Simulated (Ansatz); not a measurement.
Cost and result for the atomization energy of C2H8OSeSn, SMILES `C[O][SnH]([CH3])[SeH]` (13 atoms, 12 bonds).

```xyz
13

C    -2.2211    0.2226   -0.5264
O    -0.9130   -0.0792   -0.9357
Sn    0.6070    0.2910    0.2561
C     2.2446   -0.5879   -0.7636
Se    0.1809   -0.8722    2.4677
H    -2.9116   -0.1090   -1.3077
H    -2.4958   -0.2900    0.4055
H    -2.3760    1.3014   -0.3795
H     0.6466    1.9789    0.5374
H     3.1709   -0.3979   -0.2229
H     2.3087   -0.1644   -1.7657
H     2.0787   -1.6621   -0.8370
H    -0.3198    0.3687    3.0717
```

Total charge 0; spin multiplicity 1. Correlated methods include outer-core shells of Se, Sn, which these sets cover unevenly. Scalar relativity is left out up to krypton. Sn takes the def2 core potential. Geometry: relaxed with PBE0-D4/def2-TZVP. It is one conformer, not always the lowest. Program: Ansatz. All runs use 2 threads of an AMD EPYC 7R13 on a shared host and a share of an NVIDIA H100 80 GB. Times are those of one run each, without the atoms' runs, and a repeat can differ threefold. Electronic energies, without spin–orbit coupling; frozen cores. CCSD(T)/CBS adds CCSD(T) − MP2 in def2-TZVPP to the MP2 limit, and its time is that of the two runs behind it. T1 = 0.012. With those shells the extrapolation isn't a true limit. B3LYP takes the VWN-RPA correlation (the form of Gaussian; ORCA's B3LYP/G).

CCSD(T)/CBS is a level of theory with its own doubt, some kJ/mol a heavy atom from the limit and from the frozen cores, so smaller differences don't rank the functionals.

| level | functions | wall time | atomization (kcal/mol) | difference from CCSD(T)/CBS | per bond |
| --- | --- | --- | --- | --- | --- |
| PBE-D4/def2-TZVPP (with forces) | 303 | 2.8 s | 1051.0 | 5.2 | 0.4 |
| r2SCAN-D4/def2-TZVPP (with forces) | 303 | 4.4 s | 1038.7 | -7.1 | -0.6 |
| PBE0-D4/def2-TZVPP | 303 | 5 s | 1033.9 | -11.9 | -1.0 |
| B2PLYP/def2-TZVPP | 303 | 5 s | 1022.7 | -23.1 | -1.9 |
| B3LYP-D4/def2-TZVPP (with forces) | 303 | 6 s | 1034.5 | -11.3 | -0.9 |
| ωB97X-V/def2-TZVPP | 303 | 6 s | 1041.6 | -4.2 | -0.4 |
| ωB97M-V/def2-TZVPP (with forces) | 303 | 8 s | 1035.9 | -9.9 | -0.8 |
| MP2/def2-QZVPP | 582 | 8 s | 1039.1 | -6.7 | -0.6 |
| CCSD(T)/def2-TZVPP | 303 | 12 s | 1015.4 | -30.4 | -2.5 |
| CCSD(T)/CBS(def2) | – | 20 s | 1045.8 | 0.0 | 0.0 |

In def2-TZVPP, CCSD(T) changes the Hartree–Fock value by +274.9 kcal/mol (the triples alone add +15.9 kcal/mol) and MP2 by +280.7 kcal/mol; breaking electron pairs costs correlation energy, which Hartree–Fock lacks. From PBE to PBE0 (25 % exact exchange), in def2-TZVPP and without D4, the atomization energy moves by −16.1 kcal/mol: exact exchange takes away binding that semilocal exchange gives to molecules. The D4 term adds +11.3 kcal/mol with B3LYP and +6.1 kcal/mol with PBE0; it sums over pairs of atoms, weighted by their polarisabilities, and B3LYP, whose exchange is more repulsive, gets the larger term.

Spin–orbit coupling would lower the free Sn atoms strongly, and the atomization energy with them, by more than many differences here. For some Ge, Se and Sn compounds the MP2-based and the directly extrapolated limit differ by 10 to 25 kJ/mol.
